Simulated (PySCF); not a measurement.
In(OH)(OEt)(NH2), SMILES CC[O][In]([NH2])[OH] at its B3LYP/def2-SVP optimised geometry (Å):

```
14

In    -0.9986     0.0827     0.0000
O     -1.8830     1.8931     0.0000
H     -2.8424     1.8308    -0.1108
O      1.0097     0.0827     0.0000
C      1.7984     1.2496    -0.0656
C      1.5102     2.1170    -1.2872
H      1.6915     1.8654     0.8518
H      2.8554     0.9196    -0.0937
H      0.4762     2.5037    -1.2595
H      2.1902     2.9847    -1.3279
H      1.6422     1.5339    -2.2137
N     -1.9617    -1.7094    -0.2253
H     -2.8554    -1.7733     0.2624
H     -1.3903    -2.5037     0.0645
```

Calculation: B3LYP/def2-TZVP, def2 effective core potentials past Kr run with PySCF. The core electrons that the potentials of In replace are not part of the density.

Map of the deformation density (molecule minus spherical neutral atoms) (e/bohr³) on the plane z = 0.8 Å:

```
|1111111111111111111111111111111|
|1111111111111111111111111111111|
|1111111111111111111111111111111|
|1111111111111111111111111111111|
|1111111111111111111111111111111|
|1111111111111111111000111111111|
|1111111111111111100000001111111|
|1111100011111111000000000111111|
|1111000011111100000010000011111|
|1111000012211000000273100011111|
|1111000012211000000395100001111|
|1111000011211000000132100001111|
|1111000011110000000000000001111|
|1111100011000001110000000001111|
|1111110000000001111100000001111|
|1111110000001001122110000011111|
|1111100000000000112111000111111|
|1111000011110000111111111111111|
|1110000011111000011111111111111|
|1110000011111000011111111111111|
|1110000011111000011111111111111|
|1110000000110000111111111111111|
|1110000000000000111111111111111|
|1111000000000001111111111111111|
|1111100000000001111111111111111|
|1111111100000011111111111111111|
|1111111111000111111111111111111|
|1111111111111111111111111111111|
|1111111111111111111111111111111|
|1111111111111111111111111111111|
|1111111111111111111111111111111|
```
Scale: ten equal steps from -0.012 (start of '0') to 0.097 (end of '9'), in the order '0123456789'; x runs from -5.00 to 5.00, y from -5.00 (bottom) to 5.00 (top).
